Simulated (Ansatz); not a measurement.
All numbers were calculated with Ansatz.

A structure relaxed at PBE0-D4/def2-TZVP, charge 0, multiplicity 1:

| atom | x (Å) | y (Å) | z (Å) |
| --- | --- | --- | --- |
| C1 | 0.277 | 1.219 | -0.153 |
| Si2 | -0.317 | -0.518 | -0.445 |
| C3 | 0.001 | -1.523 | 1.080 |
| N4 | 0.208 | -2.129 | 2.038 |
| H5 | 1.347 | 1.230 | 0.063 |
| H6 | -0.250 | 1.671 | 0.689 |
| H7 | 0.098 | 1.832 | -1.040 |
| H8 | 0.412 | -1.193 | -1.544 |
| H9 | -1.777 | -0.589 | -0.688 |

Problem. Give its formula and SMILES.

Solution. C2H5NSi, `C[SiH2]C#N`.

Problem. Point group (tolerance 0.08 Å, 0.16 Å for H)?

Solution. Cs.

Problem. Summarise the bond lengths by kind.

Solution. 2 × C–Si 1.855 to 1.859 Å; 3 × C–H 1.092 Å; 2 × H–Si 1.482 Å; 1 × C–N 1.152 Å.
